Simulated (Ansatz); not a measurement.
`C[SiH]([SiH3])[NH][AlH2]` and `[AlH2][NH][SiH2][SiH3]` differ in one atom or group.

Ansatz, PBE0-D4/def2-TZVP geometries, multiplicity 1. Each molecule was computed in one conformer, which needn't be the lowest.

```csv
property,`C[SiH]([SiH3])[NH][AlH2]`
size of the dipole moment (ωB97M-V/def2-TZVPP) / D,1.25
HOMO energy (ωB97M-V/def2-TZVPP) / eV,-9.30
HOMO energy (B3LYP/def2-TZVPP) / eV,-7.01
LUMO energy (PBE0/def2-TZVPP) / eV,-0.95
LUMO energy (ωB97M-V/def2-TZVPP) / eV,0.63
LUMO energy (B3LYP/def2-TZVPP) / eV,-1.15
```

Give the same properties after the change, and the shifts. (Estimate.)

The calculation gave: 
```
                                          property  `[AlH2][NH][SiH2][SiH3]`  shift
size of the dipole moment (ωB97M-V/def2-TZVPP) / D                      0.90  -0.35
             HOMO energy (ωB97M-V/def2-TZVPP) / eV                     -9.46  -0.16
               HOMO energy (B3LYP/def2-TZVPP) / eV                     -7.16  -0.15
                LUMO energy (PBE0/def2-TZVPP) / eV                     -1.01  -0.06
             LUMO energy (ωB97M-V/def2-TZVPP) / eV                      0.57  -0.06
               LUMO energy (B3LYP/def2-TZVPP) / eV                     -1.22  -0.07
```

With PBE0 the HOMO falls by 0.14 eV and the LUMO falls by 0.06 eV, so the gap widens by about 0.08 eV. PBE moves the HOMO by -0.14 eV and ωB97M-V by -0.16 eV. Dipoles are sizes alone; their direction can turn.

B3LYP here is the variant with VWN-RPA as its local correlation; programs differ in this.
